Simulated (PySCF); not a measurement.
Radial density of Ne⁺ (neon, charge +1)

UHF, [He] 2s2 2p5, 2P determinant. All numbers are calculated (PySCF 2.14, no relativity, point nucleus, in dyall-acv3z (15s9p4d2f, 76 functions)).

| r (bohr) | 4πr²ρ (e/bohr) | 4πr²(ρα − ρβ) |
| --- | --- | --- |
| 0.00203 | 0.03104 | 0.0000 |
| 0.00342 | 0.08547 | 0.0000 |
| 0.00575 | 0.2307 | 0.0001 |
| 0.00968 | 0.6038 | 0.0001 |
| 0.0163 | 1.497 | 0.0004 |
| 0.0274 | 3.396 | 0.0011 |
| 0.0461 | 6.639 | 0.0041 |
| 0.0775 | 10.14 | 0.0184 |
| 0.130 | 10.41 | 0.0839 |
| 0.219 | 6.477 | 0.3159 |
| 0.369 | 5.434 | 0.8126 |
| 0.620 | 7.643 | 1.1332 |
| 1.04 | 4.760 | 0.6364 |
| 1.75 | 0.8652 | 0.0959 |
| 2.95 | 0.02713 | 0.0016 |
| 4.96 | 6.124e-05 | 0.0000 |
